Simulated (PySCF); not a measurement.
NICS in rings of unrelated molecules.

NICS = −σ at a ghost point: NICS(0) at the centroid of the ring atoms, NICS(1) 1 Å to either side along the normal of their mean plane, zz for the tensor component along that normal. Level: GIAO PBE0/pcSseg-1 (PySCF, non-relativistic, gas phase) on the GFN2-xTB geometries, one conformer each. Atom numbers follow the mapped SMILES.

Question: Order these rings by mean NICS(1)zz, lowest (most negative) first (ppm).
A. ring C5–C6–C7 in `[CH3:1][C:2]([CH3:3])([CH3:4])[C@@H:5]1[CH2:6][C@@H:7]1[F:8]`
B. ring C3–C4–C6–C7–C8–C9 in `[CH:1]#[C:2][c:3]1[c:4]([O-:5])[cH:6][cH:7][cH:8][c:9]1[Cl:10]` (charge -1)
C. ring N5–N6–C7–C8–N10 in `[CH3:1][CH2:2][C@@H:3]([CH3:4])[n:5]1[n:6][cH:7][c:8]([F:9])[n:10]1`
D. ring Si3–C4–C5–C6–C7 in `[CH:1]#[C:2][Si@@H:3]1[CH:4]=[CH:5][CH:6]=[C:7]1[F:8]`
E. ring C3–N4–Si5–C9 in `[N:1]#[C:2][C:3]1=[N:4][Si@@H:5]([NH:6][CH:7]=[O:8])[CH2:9]1`
F. ring C2–C3–C4–P5–C6 in `[F:1][C:2]1=[CH:3][CH2:4][PH2+:5][CH2:6]1` (charge +1)
G. ring C3–C4–C5–C6–Si8 in `[CH:1]#[C:2][C:3]1=[CH:4][CH:5]=[C:6]([F:7])[SiH2:8]1`

Answer: C (-30.2), A (-19.4), B (-13.6), F (-2.0), E (2.9), G (4.5), D (5.7).

| SMILES | ring | NICS(0) | NICS(1) | NICS(1)zz | HOMA | rms pucker (Å) | ring atoms with four or more neighbours |
| --- | --- | --- | --- | --- | --- | --- | --- |
| CC[C@@H](C)n1ncc(F)n1 | 5-membered ring with 3 N; formal bonds all aromatic | -13.8 | -12.2 | -30.2 | 0.99 | 0.00 | 0 |
| CC(C)(C)[C@@H]1C[C@@H]1F | 3-membered carbocycle; formal bonds all single | -37.0 | -8.0 | -19.4 | – | 0.00 | 3 |
| C#Cc1c([O-])cccc1Cl | 6-membered carbocycle; formal bonds all aromatic | -5.2 | -6.7 | -13.6 | 0.68 | 0.00 | 0 |
| FC1=CC[PH2+]C1 | 5-membered ring with P; formal bonds 1 double, 4 single | -5.7 | -3.5 | -2.0 | – | 0.01 | 3 |
| N#CC1=N[Si@@H](NC=O)C1 | 4-membered ring with N and Si; formal bonds 1 double, 3 single | 5.8 | -2.8 | 2.9 | – | 0.01 | 2 |
| C#CC1=CC=C(F)[SiH2]1 | 5-membered ring with Si; formal bonds 2 double, 3 single | -0.1 | -1.2 | 4.5 | – | 0.00 | 1 |
| C#C[Si@@H]1C=CC=C1F | 5-membered ring with Si; formal bonds 2 double, 3 single | 1.3 | -0.4 | 5.7 | – | 0.00 | 1 |

NICS(0) gives another order. The isotropic NICS(1) gives the same order. HOMA uses Krygowski's 1993 parameters; it is left out where a ring has a four-coordinate atom, a triple bond, no multiple bond or a kind of bond without parameters. NICS(1) and NICS(1)zz are means over the two faces.
